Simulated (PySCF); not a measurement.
**Field gradients at the hydrogen positions**

C6H9N3O.
Atom-mapped SMILES: `[CH2:1]=[CH:2][n:3]1[n:4][n:5][c:6]([O:7][CH3:8])[c:9]1[CH3:10]` (hydrogens: H11, H12 on C1; H13 on C2; H14, H15, H16 on C8; H17, H18, H19 on C10)

Geometry (GFN2-xTB, Å), atoms numbered from 1 in this order:
```
atom  x, y, z in Å
C1     3.1051    1.3514    0.8200
C2     2.2514    0.3404    0.8435
N3     0.9806    0.4121    0.2848
N4     0.5282    1.5123   -0.3170
N5    -0.6642    1.2987   -0.7361
C6    -1.0248    0.0396   -0.4151
O7    -2.2150   -0.5161   -0.7054
C8    -3.1082    0.3353   -1.3968
C9     0.0274   -0.5674    0.2530
C10    0.1661   -1.9286    0.8216
H11    4.0810    1.2652    1.2603
H12    2.8366    2.2840    0.3567
H13    2.4748   -0.6145    1.2967
H14   -4.0119   -0.2486   -1.5586
H15   -3.3322    1.2258   -0.8043
H16   -2.6826    0.6491   -2.3531
H17    0.9902   -2.4680    0.3535
H18    0.3441   -1.8889    1.8968
H19   -0.7564   -2.4726    0.6394
```

Level: PBE0/pcSseg-1 (PySCF, non-relativistic); Q(2H) = 0.00286 b; rigid geometry, the same for H and D, with no vibrational averaging.

Question: Rank these positions by the coupling χzz of a deuteron there, largest first.
A. H12 (vinylic hydrogen)
B. H13 (vinylic hydrogen)
C. H18 (methyl hydrogen)
D. H11 (vinylic hydrogen)
E. H15 (methyl hydrogen)

Answer: D (230 kHz), A (224 kHz), B (215 kHz), C (207 kHz), E (197 kHz).

Question: What are Vzz, η and χzz (234.96 MHz × Q × Vzz) at all hydrogens?

Answer: 
| atom | bonded to | bond length (Å) | Vzz (au) | η | χzz (kHz) |
| --- | --- | --- | --- | --- | --- |
| H11 | C1 | 1.074 | 0.3417 | 0.05 | 230 |
| H12 | C1 | 1.075 | 0.3329 | 0.04 | 224 |
| H13 | C2 | 1.080 | 0.3203 | 0.11 | 215 |
| H14 | C8 | 1.088 | 0.3058 | 0.08 | 206 |
| H15 | C8 | 1.093 | 0.2934 | 0.10 | 197 |
| H16 | C8 | 1.093 | 0.2935 | 0.10 | 197 |
| H17 | C10 | 1.091 | 0.3074 | 0.02 | 207 |
| H18 | C10 | 1.091 | 0.3074 | 0.02 | 207 |
| H19 | C10 | 1.086 | 0.3119 | 0.03 | 210 |

Question: How does χzz go with the bond length over the 9 C–H bonds?

Answer: A straight-line fit has a slope of -14.7 kHz for each 0.01 Å, with a correlation coefficient of -0.97, over lengths from 1.074 to 1.093 Å. The longer bonds have the smaller couplings here.

Question: Give the 2H NMR doublet splittings at H11 for a magnetic field along the z, y and x axes of the gradient: 3χ/2, 3χ(1 + η)/4, 3χ(1 − η)/4.

Answer: With |χ| = 229.6 kHz and η = 0.053: 344, 181 and 163 kHz, to first order and without motion.

Isolated species at its GFN2-xTB geometry (one conformer only). GFN2-xTB bond lengths can be off by several hundredths of an ångström, more for odd bonds, and the gradients follow them. The basis is small and wasn't made for field gradients, so the couplings can be 20 % off.
